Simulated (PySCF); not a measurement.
## Diatomics of O with the 4d metals

PBE0 with double-zeta basis sets in PySCF, for the lowest determinant that a PBE0 search found; no spin–orbit coupling. De refers to high-spin ground-configuration atoms. A positive dipole means M(−)O(+).

```
 M               basis  state (unpaired electrons)  Re (Å)  ωe (cm⁻¹)  De (eV)  μ (D)
 Y            def2-SVP               doublet (σ ↑)   1.791        904     7.14  -4.60
Zr  cc-pVDZ-PP/cc-pVDZ          triplet (σ ↑, δ ↑)   1.737        970      n/a  -4.06
Nb  cc-pVDZ-PP/cc-pVDZ         quartet (σ ↑, δ ↑↑)   1.685       1026     7.30  -3.66
Mo  cc-pVDZ-PP/cc-pVDZ    quintet (σ ↑, π ↑, δ ↑↑)   1.696        963     4.95  -3.35
Ru  cc-pVDZ-PP/cc-pVDZ    quintet (σ ↑, π ↑↑, δ ↑)   1.703        919     4.63  -3.79
Ag  cc-pVDZ-PP/cc-pVDZ               doublet (π ↑)   1.989        505     1.83  -4.37
Cd  cc-pVDZ-PP/cc-pVDZ          triplet (σ ↑, π ↑)   2.092        415     0.89  -2.23
```

The shortest bond is that of NbO (1.685 Å), the longest that of CdO (2.092 Å).

The rows differ in basis set, which adds steps of its own.

The state changes along the series, so neighbouring rows are not always alike in their bonding.

De is left out where the level can put another filling of the metal’s s and d shells below the measured ground configuration, by anything from nothing to about 1 eV. The metal atom is held in its measured ground configuration; semilocal functionals can put another filling of s and d lower by some tenths of an eV, and De to that atom would be smaller. Spin–orbit coupling is left out. States were picked by a PBE0 search and need not be the measured ground states.
